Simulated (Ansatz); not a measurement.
[TmCl6]3- (TmCl6³⁻). Charge -3, multiplicity 3. Geometry PBE-D4/def2-SVP.

```xyz
7

Tm    0.000    0.000    0.000
Cl    1.729   -2.054    0.370
Cl   -1.729    2.054   -0.370
Cl   -1.577   -1.599   -1.504
Cl    1.577    1.599    1.504
Cl    1.359    0.745   -2.214
Cl   -1.360   -0.745    2.214
```

In the def2 sets Tm takes a core potential; there is no spin–orbit coupling. With an open 4f shell the SCF may have ended on a state above the lowest. A multiply charged anion in the gas phase is held together partly by the finite basis. At PBE-D4/def2-SVP, PBE-D4/def2-TZVP, r2SCAN-D4/def2-TZVP, PBE0-D4/def2-SVP and others the highest occupied level of the charge -3 triplet lies above zero (up to 5.64 eV). It is a level of β spin, whose loss leaves a quartet; that state wasn't run at this geometry and level. The electron is either unbound and held by the finite basis, or the level is raised by self-interaction error. No other spin state of charge -3 was run.

Question: Estimate the α-spin orbital energies around the gap (eV) in Ansatz with PBE-D4/def2-SVP, PBE-D4/def2-TZVP, r2SCAN-D4/def2-TZVP, PBE0-D4/def2-SVP, PBE0-D4/def2-TZVP.

Answer: 
```json
{"orbital": "HOMO−9", "PBE-D4/def2-SVP": "4.76", "PBE-D4/def2-TZVP": "3.88", "r2SCAN-D4/def2-TZVP": "3.48", "PBE0-D4/def2-SVP": "3.22", "PBE0-D4/def2-TZVP": "2.41"}
{"orbital": "HOMO−8", "PBE-D4/def2-SVP": "5.25", "PBE-D4/def2-TZVP": "4.48", "r2SCAN-D4/def2-TZVP": "4.09", "PBE0-D4/def2-SVP": "3.81", "PBE0-D4/def2-TZVP": "3.08"}
{"orbital": "HOMO−7", "PBE-D4/def2-SVP": "5.25", "PBE-D4/def2-TZVP": "4.48", "r2SCAN-D4/def2-TZVP": "4.10", "PBE0-D4/def2-SVP": "3.81", "PBE0-D4/def2-TZVP": "3.08"}
{"orbital": "HOMO−6", "PBE-D4/def2-SVP": "5.30", "PBE-D4/def2-TZVP": "4.52", "r2SCAN-D4/def2-TZVP": "4.11", "PBE0-D4/def2-SVP": "3.81", "PBE0-D4/def2-TZVP": "3.09"}
{"orbital": "HOMO−5", "PBE-D4/def2-SVP": "5.37", "PBE-D4/def2-TZVP": "4.52", "r2SCAN-D4/def2-TZVP": "4.11", "PBE0-D4/def2-SVP": "3.87", "PBE0-D4/def2-TZVP": "3.10"}
{"orbital": "HOMO−4", "PBE-D4/def2-SVP": "5.38", "PBE-D4/def2-TZVP": "4.52", "r2SCAN-D4/def2-TZVP": "4.12", "PBE0-D4/def2-SVP": "3.88", "PBE0-D4/def2-TZVP": "3.10"}
{"orbital": "HOMO−3", "PBE-D4/def2-SVP": "5.39", "PBE-D4/def2-TZVP": "4.54", "r2SCAN-D4/def2-TZVP": "4.13", "PBE0-D4/def2-SVP": "3.88", "PBE0-D4/def2-TZVP": "3.10"}
{"orbital": "HOMO−2", "PBE-D4/def2-SVP": "5.61", "PBE-D4/def2-TZVP": "4.78", "r2SCAN-D4/def2-TZVP": "4.39", "PBE0-D4/def2-SVP": "4.15", "PBE0-D4/def2-TZVP": "3.40"}
{"orbital": "HOMO−1", "PBE-D4/def2-SVP": "5.61", "PBE-D4/def2-TZVP": "4.78", "r2SCAN-D4/def2-TZVP": "4.40", "PBE0-D4/def2-SVP": "4.15", "PBE0-D4/def2-TZVP": "3.40"}
{"orbital": "HOMO", "PBE-D4/def2-SVP": "5.62", "PBE-D4/def2-TZVP": "4.78", "r2SCAN-D4/def2-TZVP": "4.41", "PBE0-D4/def2-SVP": "4.16", "PBE0-D4/def2-TZVP": "3.40"}
{"orbital": "LUMO", "PBE-D4/def2-SVP": "10.19", "PBE-D4/def2-TZVP": "9.87", "r2SCAN-D4/def2-TZVP": "10.46", "PBE0-D4/def2-SVP": "10.77", "PBE0-D4/def2-TZVP": "10.44"}
{"orbital": "LUMO+1", "PBE-D4/def2-SVP": "10.99", "PBE-D4/def2-TZVP": "10.36", "r2SCAN-D4/def2-TZVP": "10.71", "PBE0-D4/def2-SVP": "11.55", "PBE0-D4/def2-TZVP": "10.90"}
{"orbital": "LUMO+2", "PBE-D4/def2-SVP": "10.99", "PBE-D4/def2-TZVP": "10.36", "r2SCAN-D4/def2-TZVP": "10.84", "PBE0-D4/def2-SVP": "11.55", "PBE0-D4/def2-TZVP": "10.90"}
{"orbital": "LUMO+3", "PBE-D4/def2-SVP": "10.99", "PBE-D4/def2-TZVP": "10.37", "r2SCAN-D4/def2-TZVP": "10.86", "PBE0-D4/def2-SVP": "11.56", "PBE0-D4/def2-TZVP": "10.91"}
{"orbital": "LUMO+4", "PBE-D4/def2-SVP": "12.07", "PBE-D4/def2-TZVP": "11.12", "r2SCAN-D4/def2-TZVP": "11.02", "PBE0-D4/def2-SVP": "12.30", "PBE0-D4/def2-TZVP": "11.41"}
{"orbital": "LUMO+5", "PBE-D4/def2-SVP": "12.07", "PBE-D4/def2-TZVP": "11.12", "r2SCAN-D4/def2-TZVP": "11.02", "PBE0-D4/def2-SVP": "12.42", "PBE0-D4/def2-TZVP": "11.53"}
{"orbital": "β HOMO", "PBE-D4/def2-SVP": "5.64", "PBE-D4/def2-TZVP": "4.81", "r2SCAN-D4/def2-TZVP": "4.41", "PBE0-D4/def2-SVP": "4.16", "PBE0-D4/def2-TZVP": "3.40"}
{"orbital": "β LUMO", "PBE-D4/def2-SVP": "6.20", "PBE-D4/def2-TZVP": "5.39", "r2SCAN-D4/def2-TZVP": "5.92", "PBE0-D4/def2-SVP": "8.90", "PBE0-D4/def2-TZVP": "8.10"}
```
